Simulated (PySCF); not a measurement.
HO4S, SMILES O=S(=O)(O)[O] (connectivity only; charge and spin as stated), charge -1, multiplicity 1. Atoms are numbered in the order given.

```xyz
6

O     -0.8159     0.3626    -1.2401
S     -0.1409    -0.0562     0.0000
O      0.3644    -1.4529     0.0000
O     -0.8159     0.3626     1.2401
O      1.3029     0.8240     0.0000
H      1.9701     0.1288     0.0000
```
Charge -1, spin multiplicity 1.

Geometry optimised at PBE0-D3(BJ)/def2-SVPD. The multiplicity is an assumed one; other spin states were not compared. The isomer is the one that the SMILES or the coordinates give; other isomers of the formula were not compared. One conformer was computed; it need not be the lowest.

Calculation: PBE/def2-SVPD (PySCF).

```
Quantity                                                           Value
------------------------------------------------  ----------------------
total energy                                          -698.94002 hartree
point group                                                           Cs
highest occupied level                                          -1.03 eV
lowest empty level                                               3.46 eV
orbital gap                                                      4.49 eV
dipole moment about the centre of nuclear charge                  2.31 D
mean static polarisability                          46.1 bohr³ (6.84 Å³)
polarisability, principal values                  44.8, 45.8, 47.8 bohr³
```
